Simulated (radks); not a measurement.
Question: The mean radii <r> (bohr) of the occupied orbitals of an atom or ion are listed with their occupations. Calculated with a radial shooting solver on a logarithmic mesh with Libxc functionals: scalar-relativistic Kohn-Sham, LDA (Slater exchange, Perdew-Wang correlation), spin-unpolarised, spherical densities, finite nucleus; Fermi nuclear charge, rms radius of each element as measured or else 0.836 A^(1/3) + 0.57 fm.

orbital  occ.      <r>
1s          2  0.04414
2s          2   0.1962
2p          6   0.1713
3s          2   0.5751
3p          6   0.5902
3d         10   0.6293
4s          2    1.703
4p          2    2.042
5s          2    5.013

Name the element and its charge.

Answer: Z = 34, selenium, charge 0: Se in [Ar] 3d10 4s2 4p2 5s2. The 1s radius gives Z: for a bare nucleus <r> = (2 gamma + 1)/(2Z) with gamma = sqrt(1 - (Z/c)^2), 0.0432 bohr for Z = 34, and screening makes it slightly larger (0.04414 here). The occupations add up to 34, and the charge is Z minus that.
